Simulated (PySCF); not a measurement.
# M06-2X on Sb+ (antimony, charge +1)

Configuration: [Kr] 4d10 5s2 5p2, high-spin 3P determinant. All numbers are calculated (PySCF 2.14, a scalar-relativistic core potential, in def2-TZVP with the def2 core potential (28 electrons)).

| Property | Result |
| --- | --- |
| Total energy | -239.8255 hartree |
| One-electron energy | -412.5582 hartree |
| Hartree (Coulomb) energy | 191.8029 hartree |
| Exchange-correlation energy | -19.0702 hartree |
| ⟨S²⟩ | 2.0062 |
| ⟨L²⟩ | 2.012 |
| Sum of ⟨r⟩ | 26.85 bohr |
| Sum of ⟨r²⟩ | 45.60 bohr² |
| Traceless quadrupole moment −½Σ⟨3z² − r²⟩ along its main axis | 3.00 e·bohr² |
| Time after the integrals | 1.3 s of wall time on 1 thread of Neoverse-N1 (shared host) |

```csv
shell,electrons,mean orbital energy (eV),spread (eV),"rms radius, mean of both spins (bohr)"
4s α,1,-170.68,0,0.849
4s β,1,-170.57,0,0.849
4p α,3,-121.63,0.322,0.918
4p β,3,-121.50,0.537,0.918
4d α,5,-47.712,0.373,1.11
4d β,5,-47.466,0.624,1.11
5s α,1,-24.260,0,2.35
5s β,1,-20.913,0,2.35
5p α,2,-14.698,0,2.81
```

Energies and moments cover only the electrons outside the core potential.
